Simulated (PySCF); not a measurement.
Species: C₄H₇O, charge -1, multiplicity 1. It need not be the lowest isomer of its formula. Whether it binds its extra electron was not tested at this geometry. 
Coordinates optimised at B3LYP-D3(BJ)/def2-TZVP (Ansatz):
SMILES: O=C[C-](C)C
```xyz
12

C     -0.9680    -1.1446    -0.3957
C      0.2104    -0.2932    -0.0421
C      1.5526    -0.9486    -0.0236
C      0.0503     1.0451     0.2536
O     -1.0025     1.7513     0.2845
H     -1.1107    -1.9953     0.2958
H     -1.8718    -0.5315    -0.3675
H     -0.8912    -1.5936    -1.4030
H      1.8439    -1.3854    -0.9988
H      2.3297    -0.2247     0.2479
H      1.6247    -1.7863     0.6972
H      1.0230     1.5543     0.4997
```
Charge -1, spin multiplicity 1.

Dispersion corrections to the total energy (kcal/mol) from the dftd3 and dftd4 libraries through PySCF: D3(BJ) without and D4 with the three-body term, each with the damping fitted for the functional named.

```
functional  D3(BJ)      D4
----------  ------  ------
r2SCAN       -1.47   -1.49
LC-wPBE          ?   -6.28
B2PLYP       -3.94       ?
TPSSh        -5.93   -7.05
BHLYP            ?   -6.17
BLYP        -10.84  -12.81
HSE06        -3.22   -4.41
```

Task: Complete the blanks.

Result: 
- LC-wPBE, D3(BJ): -4.70
- B2PLYP, D4: -4.00
- BHLYP, D3(BJ): -6.66
